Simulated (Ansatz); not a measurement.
Basis-set series for `CC(C)C(=O)CC(=O)C(C)(C)C`. The species carries charge 0 and has multiplicity 1. All single points use the PBE0-D4/def2-TZVP geometry. It is one conformer, not always the lowest.

| functional | basis | functions | energy (Eh) | HOMO (eV) | LUMO (eV) |
| --- | --- | --- | --- | --- | --- |
| PBE0-D4 | def2-TZVPP | 624 | -541.95334 | -7.17 | -1.05 |
| PBE0-D4 | def2-QZVPP | 1224 | -541.98268 | -7.19 | -1.09 |
| ωB97M-V | def2-TZVPP | 624 | -542.32973 | -9.54 | 1.16 |
| ωB97M-V | def2-QZVPP | 1224 | -542.35799 | -9.56 | 1.08 |

(1) Give the rows for def2-SVP. (An estimate is asked.)

Results:

(1) The calculation gave: 
| functional | basis | functions | energy (Eh) | HOMO (eV) | LUMO (eV) |
| --- | --- | --- | --- | --- | --- |
| PBE0-D4 | def2-SVP | 258 | -541.35927 | -7.10 | -0.93 |
| ωB97M-V | def2-SVP | 258 | -541.70536 | -9.46 | 1.33 |

Positive LUMOs are unbound and depend on the basis.

Program: Ansatz 0.2.0.
